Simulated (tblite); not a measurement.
A geometry optimisation, step by step.

C3H11AsB2O2.
SMILES with atom numbers: `[CH2:1]=[CH:2][BH2-:3][AsH2+:4][CH2:5][B:6]([OH:7])[OH:8]` (hydrogens: H9, H10 on C1; H11 on C2; H12, H13 on B3; H14, H15 on As4; H16, H17 on C5; H18 on O7; H19 on O8)
Bond orders are those of one Lewis drawing.

Computed with GFN2-xTB (tblite), gas phase: L-BFGS steps from a force-field or distance-geometry start until the largest atomic force falls under 0.01 eV/Å. 7 of its 168 geometries are shown.

Step 0: E = -678.9185 eV, largest atomic force 3.631 eV/Å
```
atom  x, y, z in Å  |  force x, y, z in eV/Å
C1     -3.137    0.448    0.428   -2.912  -0.635  -0.101
C2     -2.847   -0.786    0.056    0.956   0.033  -0.037
B3     -1.311   -1.194   -0.135   -0.552  -0.538   0.160
As4    -0.263    0.571   -0.161   -0.739  -1.241   0.261
C5      1.653    0.269   -0.468    0.022   0.985  -0.444
B6      2.476    0.027    0.848    3.604   0.220   0.384
O7      3.167    1.180    1.442   -1.539  -1.047  -1.754
O8      3.114   -1.277    1.018    0.124   1.945  -0.736
H9     -2.433    1.228    0.604    0.115   0.420   0.087
H10    -4.226    0.657    0.556    0.900   0.445   0.102
H11    -3.624   -1.534   -0.095    0.025   0.316   0.103
H12    -0.984   -1.895    0.767    0.409   0.110   0.242
H13    -1.172   -1.803   -1.138    0.400   0.166  -0.471
H14    -0.872    1.428   -1.308    0.707   0.182   0.836
H15    -0.472    1.361    1.191    0.646   0.056  -1.223
H16     2.091    1.180   -0.957   -0.336  -0.663   0.180
H17     1.790   -0.592   -1.147   -0.401   0.387   0.221
H18     3.014    2.003    0.901    0.049  -1.167   1.100
H19     4.028   -1.263    0.620   -1.478   0.026   1.090
```

Step 28: E = -680.9660 eV, largest atomic force 0.118 eV/Å
```
atom  x, y, z in Å  |  force x, y, z in eV/Å
C1     -3.368    0.398    0.425    0.005  -0.002  -0.007
C2     -2.923   -0.810    0.114    0.046  -0.019   0.000
B3     -1.406   -1.260   -0.063   -0.010  -0.073  -0.011
As4    -0.164    0.447   -0.050    0.055   0.096  -0.040
C5      1.712    0.333   -0.662    0.002  -0.022   0.033
B6      2.763    0.063    0.506   -0.010  -0.034   0.045
O7      3.215    1.024    1.357   -0.001   0.015  -0.029
O8      3.240   -1.184    0.678   -0.054  -0.015  -0.053
H9     -2.672    1.219    0.596   -0.023   0.024   0.007
H10    -4.415    0.640    0.534   -0.003  -0.012   0.005
H11    -3.668   -1.588   -0.036    0.016   0.036   0.017
H12    -0.995   -1.973    0.797    0.027   0.003   0.012
H13    -1.143   -1.676   -1.158    0.017   0.030   0.012
H14    -0.633    1.461   -1.051    0.022  -0.016   0.029
H15    -0.047    1.504    1.018    0.053  -0.037  -0.029
H16     1.956    1.251   -1.202   -0.039   0.021   0.013
H17     1.731   -0.491   -1.378    0.014  -0.014  -0.009
H18     2.926    1.923    1.209   -0.071   0.030  -0.008
H19     3.878   -1.271    1.388   -0.046  -0.012   0.013
```

Step 56: E = -680.9962 eV, largest atomic force 0.069 eV/Å
```
atom  x, y, z in Å  |  force x, y, z in eV/Å
C1     -3.304    0.373    0.450    0.004  -0.010  -0.009
C2     -2.828   -0.830    0.164    0.003   0.000  -0.010
B3     -1.302   -1.229   -0.051   -0.011   0.000  -0.014
As4    -0.128    0.516   -0.097   -0.021   0.065  -0.010
C5      1.716    0.343   -0.757    0.033  -0.001  -0.004
B6      2.662    0.031    0.481   -0.010   0.014  -0.009
O7      3.014    0.994    1.379    0.008  -0.018  -0.008
O8      3.067   -1.232    0.689   -0.009   0.017   0.036
H9     -2.632    1.223    0.581   -0.040   0.011   0.011
H10    -4.358    0.579    0.572    0.019   0.018   0.023
H11    -3.561   -1.624    0.054    0.039  -0.029   0.012
H12    -0.818   -1.901    0.806   -0.003   0.020   0.003
H13    -1.053   -1.649   -1.146   -0.021  -0.014  -0.013
H14    -0.592    1.605   -1.020   -0.004  -0.033  -0.023
H15     0.075    1.508    1.015    0.019  -0.019  -0.013
H16     2.003    1.259   -1.279   -0.022   0.007   0.005
H17     1.717   -0.477   -1.477    0.001   0.002   0.003
H18     2.725    1.883    1.176    0.018  -0.020   0.029
H19     3.588   -1.362    1.482   -0.003  -0.009  -0.006
```

Step 84: E = -681.0162 eV, largest atomic force 0.086 eV/Å
```
atom  x, y, z in Å  |  force x, y, z in eV/Å
C1     -3.289    0.305    0.543    0.015  -0.025  -0.013
C2     -2.733   -0.865    0.269    0.027  -0.002  -0.008
B3     -1.216   -1.160   -0.107    0.002  -0.007   0.009
As4    -0.118    0.629   -0.300   -0.080   0.013   0.029
C5      1.768    0.418   -0.810    0.000  -0.013  -0.015
B6      2.549   -0.006    0.506    0.024   0.004   0.005
O7      2.916    0.885    1.467    0.009  -0.011   0.033
O8      2.778   -1.311    0.722   -0.051  -0.042  -0.039
H9     -2.703    1.224    0.526    0.012   0.005  -0.022
H10    -4.334    0.418    0.797    0.009   0.023   0.008
H11    -3.383   -1.735    0.314   -0.001   0.003  -0.005
H12    -0.601   -1.734    0.741    0.024   0.000   0.010
H13    -1.051   -1.650   -1.187   -0.015   0.039   0.004
H14    -0.508    1.704   -1.282   -0.002  -0.045   0.011
H15     0.037    1.639    0.800   -0.001  -0.002  -0.015
H16     2.135    1.340   -1.264    0.006   0.017   0.020
H17     1.806   -0.376   -1.557   -0.001  -0.006  -0.033
H18     2.760    1.808    1.277   -0.004   0.044  -0.002
H19     3.177   -1.522    1.567    0.028   0.007   0.025
```

Step 111: E = -681.0239 eV, largest atomic force 0.020 eV/Å
```
atom  x, y, z in Å  |  force x, y, z in eV/Å
C1     -3.251    0.298    0.543   -0.006   0.002  -0.015
C2     -2.690   -0.880    0.315   -0.007  -0.002   0.005
B3     -1.184   -1.166   -0.101   -0.001   0.014  -0.002
As4    -0.126    0.638   -0.307    0.007  -0.004   0.005
C5      1.767    0.458   -0.803   -0.001   0.003  -0.001
B6      2.515   -0.017    0.515    0.010   0.007   0.001
O7      2.910    0.845    1.494   -0.006   0.006  -0.002
O8      2.672   -1.335    0.717   -0.007   0.002  -0.003
H9     -2.677    1.221    0.449   -0.001  -0.004   0.003
H10    -4.287    0.419    0.826    0.001   0.005   0.002
H11    -3.327   -1.753    0.428   -0.004  -0.001   0.001
H12    -0.543   -1.761    0.710    0.010  -0.006   0.010
H13    -1.047   -1.611   -1.205   -0.002  -0.006   0.006
H14    -0.550    1.618   -1.365    0.008  -0.001  -0.002
H15    -0.001    1.733    0.716   -0.003  -0.011  -0.002
H16     2.138    1.403   -1.206   -0.002   0.003   0.001
H17     1.819   -0.303   -1.583    0.002   0.006  -0.005
H18     2.799    1.778    1.317    0.004  -0.019   0.003
H19     3.055   -1.575    1.562   -0.001   0.008  -0.004
```

Step 139: E = -681.0259 eV, largest atomic force 0.011 eV/Å
```
atom  x, y, z in Å  |  force x, y, z in eV/Å
C1     -3.242    0.310    0.513   -0.006  -0.001  -0.005
C2     -2.687   -0.879    0.335   -0.001   0.001   0.002
B3     -1.179   -1.192   -0.066   -0.003   0.007   0.000
As4    -0.122    0.606   -0.323    0.002   0.004   0.010
C5      1.782    0.507   -0.808   -0.008  -0.002  -0.001
B6      2.516   -0.009    0.501   -0.002   0.001   0.004
O7      2.926    0.820    1.501    0.001   0.004  -0.004
O8      2.631   -1.335    0.676    0.000  -0.001  -0.008
H9     -2.661    1.226    0.388   -0.003  -0.003  -0.001
H10    -4.278    0.448    0.786    0.001   0.000   0.001
H11    -3.331   -1.743    0.477    0.004   0.001   0.000
H12    -0.544   -1.756    0.771   -0.001  -0.003   0.006
H13    -1.050   -1.690   -1.147    0.011   0.000   0.000
H14    -0.567    1.585   -1.372   -0.001   0.005  -0.009
H15    -0.037    1.688    0.713    0.000  -0.001   0.002
H16     2.124    1.482   -1.161    0.002   0.002   0.003
H17     1.868   -0.213   -1.624    0.000  -0.006  -0.005
H18     2.842    1.759    1.345    0.003  -0.004   0.004
H19     3.000   -1.603    1.519    0.002  -0.001   0.002
```

Step 167: E = -681.0277 eV, largest atomic force 0.009 eV/Å
```
atom  x, y, z in Å  |  force x, y, z in eV/Å
C1     -3.279    0.296    0.434    0.001   0.005   0.002
C2     -2.682   -0.883    0.349   -0.001  -0.001   0.004
B3     -1.151   -1.170    0.028   -0.001   0.008  -0.002
As4    -0.131    0.638   -0.295    0.005   0.004   0.005
C5      1.768    0.546   -0.802   -0.006  -0.001  -0.001
B6      2.519   -0.032    0.471    0.004  -0.002  -0.002
O7      2.970    0.748    1.492    0.001   0.000  -0.001
O8      2.612   -1.366    0.589   -0.004   0.000  -0.006
H9     -2.721    1.221    0.277    0.002  -0.001   0.002
H10    -4.329    0.417    0.659    0.001  -0.002  -0.001
H11    -3.305   -1.757    0.519    0.005   0.000  -0.003
H12    -0.535   -1.657    0.927   -0.003  -0.003   0.003
H13    -0.958   -1.734   -1.010    0.000  -0.001   0.000
H14    -0.587    1.597   -1.361   -0.001   0.001  -0.003
H15    -0.047    1.738    0.723   -0.005  -0.003  -0.006
H16     2.113    1.532   -1.118   -0.003  -0.006   0.000
H17     1.835   -0.140   -1.647    0.008   0.004   0.002
H18     2.906    1.694    1.375   -0.006  -0.002   0.002
H19     2.992   -1.677    1.412    0.003   0.001   0.003
```

Question: Summarise the path.

Answer: The energy falls by 48.64 kcal/mol from step 0 to step 167; nine tenths of that is first reached at step 14. It falls at every step. The largest force goes from 3.631 to 0.009 eV/Å. Among the bonds B6–O8 changes most, from 1.461 to 1.343 Å; the atoms move by 0.557 Å rms after alignment.

Question: Follow the three bonds and two angles with the largest change from start to end.

Answer: 
```csv
step,E above end (kcal/mol),largest force (eV/Å),B6–O8 (Å),B6–O7 (Å),As4–H15 (Å),H14–As4–H15 (°),B3–As4–H14 (°)
0,48.64,3.631,1.461,1.470,1.580,107.6,106.5
7,14.51,0.752,1.367,1.360,1.465,89.1,116.0
15,3.44,0.331,1.347,1.361,1.504,90.7,115.4
22,1.79,0.133,1.345,1.361,1.503,91.1,112.6
29,1.39,0.117,1.345,1.361,1.509,91.2,110.9
36,1.17,0.089,1.345,1.361,1.505,91.6,110.8
44,1.00,0.076,1.343,1.362,1.502,92.3,111.5
51,0.83,0.096,1.343,1.362,1.502,91.6,114.0
58,0.70,0.072,1.344,1.363,1.504,91.3,116.7
65,0.63,0.048,1.343,1.362,1.502,91.7,117.8
73,0.46,0.097,1.343,1.360,1.500,91.9,119.7
80,0.33,0.069,1.343,1.363,1.499,91.7,121.8
87,0.23,0.048,1.343,1.362,1.500,91.3,122.3
94,0.17,0.045,1.342,1.362,1.501,91.6,121.9
102,0.12,0.036,1.343,1.362,1.502,91.7,119.9
109,0.09,0.019,1.343,1.362,1.502,91.5,119.0
116,0.08,0.016,1.343,1.362,1.502,91.7,119.0
123,0.07,0.027,1.343,1.362,1.503,91.8,119.2
131,0.05,0.029,1.343,1.362,1.501,91.8,119.7
138,0.04,0.011,1.343,1.362,1.500,91.6,119.6
145,0.04,0.016,1.343,1.362,1.500,91.8,119.6
152,0.04,0.021,1.343,1.362,1.500,91.7,119.8
160,0.01,0.027,1.343,1.362,1.502,91.6,120.4
167,0.00,0.009,1.343,1.362,1.502,91.7,120.7
```

The cost below is that of the whole relaxation. The run took 1.1 s wall on one thread, Arm Neoverse V2 (aarch64), no GPU, on a shared host.
